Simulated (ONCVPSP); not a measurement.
chromium (Cr): ONCV pseudisation with PBE, scalar-relativistic reference atom.

Cr, optimised norm-conserving Vanderbilt (ONCV), made with ONCVPSP 4.0.1 (PBE, scalar-relativistic). Core [Ne], reference 3s2 3p6 3d5 4s1. Waves: 3s+4s: rc 1.50 bohr, ncon 4, nbas 7, qcut 9 1/bohr, 2 projectors; 3p: rc 1.10 bohr, ncon 4, nbas 7, qcut 13.4 1/bohr, 2 projectors, debl 2.1 Ha; 3d: rc 1.15 bohr, ncon 4, nbas 8, qcut 12.5 1/bohr, 3 projectors, debl 0.3 Ha. Local part: polynomial inside 1.00 bohr (lpopt 4, dvloc0 0 Ha). Core correction: Teter function, fcfact 2.5, rcfact 1.6.

All-electron outer shells of the reference configuration (PBE, scalar-relativistic, ld1.x):

```
shell  level (eV)  outermost node (bohr)  outermost maximum (bohr)
   2p     -560.70                      –                      0.20
   3s      -73.99                   0.36                      0.78
   3p      -45.44                   0.33                      0.80
   4s       -4.01                   1.12                      2.74
   3d       -2.91                      –                      0.84
```

Q: Estimate the cutoffs (Ha) at which the residual kinetic energy of the hardest occupied pseudo-wave falls to 1 and 0.1 mHa per electron.

A: 62 Ha and 70 Ha.

Q: Does the potential have ghost states?

A: No bound ghost flagged; GHOST(+) flagged for d at 363.5 eV.

Q: Which valence shell sets the plane-wave cutoff?

A: 3d: 62 Ha for 1 mHa per electron, against 46 Ha for 3p.

Its largest configuration-test error is -105 meV (3s1 3p6 3d5 4s1). 1 of 4 tests not solved or not reliable.
